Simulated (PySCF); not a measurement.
Ge(F)(Cl)(NH2)2 (ClFGeH₄N₂), SMILES [NH2][Ge]([NH2])([F])[Cl]. Atoms are numbered in the order given.

```xyz
9

N     -1.5965    -0.9212    -0.5010
Ge    -0.0395    -0.2524     0.1023
N      1.3237    -1.4381    -0.0634
F     -0.1083     0.0571     1.8117
Cl     0.2398     1.7087    -0.7844
H     -1.5729    -1.8834    -0.8315
H     -2.1611    -0.3231    -1.0991
H      2.0602    -1.2926     0.6288
H      1.7450    -1.4724    -0.9921
```
Charge 0, spin multiplicity 1.

Coordinates come from a TPSSh-D3(BJ)/def2-SVP optimisation. Other conformers were not sampled.

Level of theory: B3LYP/pcSseg-1 run with PySCF.

GIAO shieldings, no solvent; atoms listed in one row are averaged. δ = σ(ref) − σ: ¹⁵N against NH3 (σ = 265.5 ppm); ⁷³Ge against GeH4 (σ = 1631.8 ppm); ¹⁹F against CFCl3 (σ = 161.7 ppm); ³⁵Cl against HCl (σ = 933.3 ppm); ¹H against TMS (σ = 31.68 ppm), references at their B3LYP-D3(BJ)/def2-TZVP geometries, non-relativistic (without spin–orbit terms, shifts of atoms bonded to Cl or Br come out too high).

Computed chemical shifts:
```csv
nucleus,atoms,count,δ (ppm)
¹⁵N,N1,1,44.9
¹⁵N,N3,1,40.8
⁷³Ge,Ge2,1,396.0
¹⁹F,F4,1,-141.3
³⁵Cl,Cl5,1,86.6
¹H,H6,1,1.81
¹H,H8,1,1.50
¹H,H7,1,1.45
¹H,H9,1,1.04
```
